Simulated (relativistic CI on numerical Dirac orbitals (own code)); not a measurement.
Hyperfine structure of Au LXII, mass number 197

Computed by Dirac-Coulomb-Breit CI, KLI orbitals optimised for each configuration, model QED (radiative potential, 1s self-energy scaled to tabulated hydrogen-like ionisation energies), unscaled Slater integrals (own radial code, finite nucleus).

CI space (outside the closed core [Ne]): 3s2 3p6, 3s2 3p5 3d, 3s 3p6 3d, 3s2 3p5 4s, 3s2 3p5 4p, 3s2 3p5 4d, 3s 3p6 4s, 3s2 3p5 4f, 3p6 3d2, 3p5 3d3, 3p5 3d2 4s, 3p5 3d2 4p, 3p5 3d2 4d, 3p6 3d 4s, 3p5 3d 4s2, 3p5 3d 4s 4p, 3p5 3d 4s 4d. Double excitations out of closed p, d and f shells are left out; levels of such configurations are missing from the list, as are those of other unlisted configurations, and high levels can miss mixing partners. These lack a partner that the ground configuration has and come out too high: 3s2 3p5 4f.

Nuclear spin I = 3/2, μ = 0.1452 μN, Q = 0.547 b (tables of Stone and Pyykkö). The electronic factors are computed for point nuclear moments, without core polarisation or the Bohr-Weisskopf and QED corrections.

```csv
Level,E (Ry),A (GHz),B (GHz)
3s2 3p5 3d 3P°_1,19.9320,18.23,88.3
3s2 3p5 3d 3F°_3,20.2133,19.51,-243
3s2 3p5 3d 3D°_2,20.5617,19.54,-10.5
3s2 3p5 3d 3F°_4,27.4414,12.86,-232
3s2 3p5 3d 3D°_3,28.7959,11.22,106
3s2 3p5 3d 1P°_1,31.1811,-8.69,-1.28
3s2 3p5 3d 3F°_2,54.7031,73.72,62.8
3s 3p6 3d 3D_1,72.6646,-176.6,26.6
```

Levels with J = 0, under 50 % of one LS term, or S terms without an open s electron are left out. Small factors come from cancelling terms and can be off by tens of per cent or more.

At this charge energies of transitions that change n are usually good to better than 1 %, and those within a shell (Δn = 0) to a few per cent.

(1) Give the hyperfine levels of 3s2 3p5 3d 3F°_2 relative to its centre of gravity.

Results:

(1) With K = F(F + 1) − I(I + 1) − J(J + 1), E = AK/2 + B[¾K(K + 1) − I(I + 1)J(J + 1)]/[2I(2I − 1)J(2J − 1)]: F = 1/2: -276.8, F = 3/2: -221.1, F = 5/2: -76.08, F = 7/2: 236.8 GHz.

LS names give the leading component of a level, which can be under half, so a name can repeat, a term be missing and a line seem to break the LS rules.
